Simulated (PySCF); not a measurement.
## Working out the excitation energy of As

As [Ar] 3d10 4s2 4p3 (4S) → As [Ar] 3d10 4s1 4p3 5s1 (6S). Computed with PySCF 2.14 in x2c-TZVPPall with one added diffuse shell each of s, p, d type (7s6p5d1f, 57 functions), with scalar relativity by spin-free X2C-1e. Frozen: [Ar] 3d10. Energies in hartree (1 hartree = 27.21139 eV):

| part | As (lower) | As (upper) |
| --- | --- | --- |
| UHF | -2259.010521 | -2258.592040 |
| CCSD correlation | -0.084202 | -0.035446 |
| (T) | -0.002747 | -0.000656 |

**Question.** What does Hartree-Fock give?

**Answer.** (-2258.592040) − (-2259.010521) = 0.418481 hartree = 11.387 eV.

**Question.** What do CCSD and CCSD(T) give?

**Answer.** The CCSD correlation energies differ by 0.048756 hartree = 1.327 eV and the triples by 0.002091 hartree = 0.057 eV, so CCSD gives 12.714 eV and CCSD(T) 12.771 eV.

The upper state lies above the first ionisation limit, but in LS coupling its spin forbids autoionisation to the ground ion. A Rydberg-like electron needs more diffuse functions than a valence basis has.
